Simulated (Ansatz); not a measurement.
Input file for Ansatz (an electronic-structure program): R-PBE0/def2-TZVPP on AlFH4N2 (SMILES [NH2][Al]([NH2])[F]), a point of a torsion scan.

Ansatz 0.2 input:
```yaml
crystal:
  periodic: [false, false, false]
  atoms:
    - {symbol: N, position_ang: [1.65436612, -0.26204552, 0.14591618]}
    - {symbol: Al, position_ang: [0.05348341, 0.39791299, 0.57124566]}
    - {symbol: N, position_ang: [-0.27244313, 1.33867128, 2.03687155]}
    - {symbol: F, position_ang: [-1.23289315, 0.11337663, -0.43471791]}
    - {symbol: H, position_ang: [2.15743822, -0.90497438, 0.73988000]}
    - {symbol: H, position_ang: [1.85360002, -0.51548747, -0.81494663]}
    - {symbol: H, position_ang: [-1.17653988, 1.70941267, 2.29216686]}
    - {symbol: H, position_ang: [0.42307287, 1.65009101, 2.69630895]}
basis:
  gaussian:
    orbitals: def2-TZVPP
hamiltonian:
  xc: {name: PBE0}
scf: {lower_state_search: off}
```

Task: Give the final energy of this run.

Result: -454.1061 hartree.
